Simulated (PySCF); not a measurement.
Computed shifts of a molecule C3H14Si3, PBE0/pcSseg-1 (PySCF), GIAO, gas phase, atoms alike by connectivity averaged where their shifts nearly agree, in ppm (number of nuclei): ²⁹Si: -54.8 (1), -65.0 (1), -66.2 (1). ¹³C: 21.1 (1), 19.1 (1), 14.9 (1). ¹H: 4.18 (6), 4.13 (3), 1.49 (1), 1.33 (1), 1.16 (1), 0.99 (1), 0.73 (1). References: ²⁹Si against TMS (σ = 352.7 ppm); ¹³C against TMS (σ = 186.3 ppm); ¹H against TMS (σ = 31.56 ppm), references at their B3LYP-D3(BJ)/def2-TZVP geometries, non-relativistic. Geometry: B3LYP-D3(BJ)/def2-SVP. One conformer was computed; it need not be the lowest.

Problem. Identify the compound among the candidates.
A. C[SiH](C[SiH3])C[SiH3]
B. C[SiH](C)C([SiH3])[SiH3]
C. C[C@@H]([SiH3])C([SiH3])[SiH3]
D. [SiH3]CC([SiH3])C[SiH3]

Solution. D, [SiH3]CC([SiH3])C[SiH3]
